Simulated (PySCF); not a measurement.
CHCl2FOSi, SMILES O=C[Si](F)(Cl)Cl.

Geometry optimised at r2SCAN-D4/def2-SVP. This is a generated structure with no PubChem entry under its InChIKey; it may be hypothetical. Other conformers were not sampled.

Two levels are set side by side: PBE/def2-TZVP (PySCF) and ωB97X/def2-TZVP (PySCF). Same geometry, gas phase. Differences are taken from unrounded values.

```tsv
quantity	ωB97X	PBE	PBE minus ωB97X
orbital gap (eV)	10.18	2.79	-7.39
highest occupied level (eV)	-10.30	-6.37	3.92
lowest empty level (eV)	-0.12	-3.58	-3.46
dipole moment (D)	1.37	1.20	-0.17
mean polarisability (bohr³)	58.2	62.3	4.2
```

Without exact exchange PBE keeps part of each electron's self-repulsion, which lifts occupied levels and narrows the gap. Loosely held outer electrons make PBE densities more polarisable. Differences between two approximate levels are no errors against the true value.

Rough cost on one machine, each run with all the roots and properties that it gave: ωB97X against PBE within a factor of 2.
